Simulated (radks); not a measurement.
Results of a calculation; reference values are marked as such.
Q: These are the eigenvalues of the occupied orbitals of an atom or ion with whole-number occupations (Ry). Code: a radial shooting solver on a logarithmic mesh with Libxc functionals. Model: scalar-relativistic Kohn-Sham, BLYP, spin-unpolarised, spherical densities, point nucleus.

orbital  eigenvalue
1s        -1391.101
2s        -334.0501

Which element is it, and in what charge state? The configuration may be excited.

A: Z = 38, strontium, charge +35: Sr35+ in [He] 2s1. The 1s level, -695.55 hartree, gives Z - s = 37.3 by -(Z - s)^2/2, which with screening and relativity narrows Z to a few neighbours, and the depths must fix Z and the occupations together.
